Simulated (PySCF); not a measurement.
# Diatomics of H with group 11

PBE0 with double-zeta basis sets in PySCF, for the lowest determinant that a PBE0 search found; no spin–orbit coupling. De refers to high-spin ground-configuration atoms. A positive dipole means M(−)H(+).

| M | basis | state (unpaired electrons) | Re (Å) | ωe (cm⁻¹) | De (eV) | μ (D) |
| --- | --- | --- | --- | --- | --- | --- |
| Cu | cc-pVDZ-PP/cc-pVDZ | singlet (closed shell) | 1.462 | 1957 | 2.71 | -2.64 |
| Ag | cc-pVDZ-PP/cc-pVDZ | singlet (closed shell) | 1.621 | 1802 | 2.28 | -2.87 |
| Au | cc-pVDZ/cc-pVDZ-PP | singlet (closed shell) | 1.545 | 2268 | 2.96 | -1.46 |

The shortest bond is that of CuH (1.462 Å), the longest that of AgH (1.621 Å).

Down a group the atoms grow and get heavier, so bonds lengthen and wavenumbers fall; the exceptions here are the shorter bond at Au and the higher wavenumber at Au. Relativity and the filled 4f shell contract the atoms of the sixth period.

Spin–orbit coupling is left out.
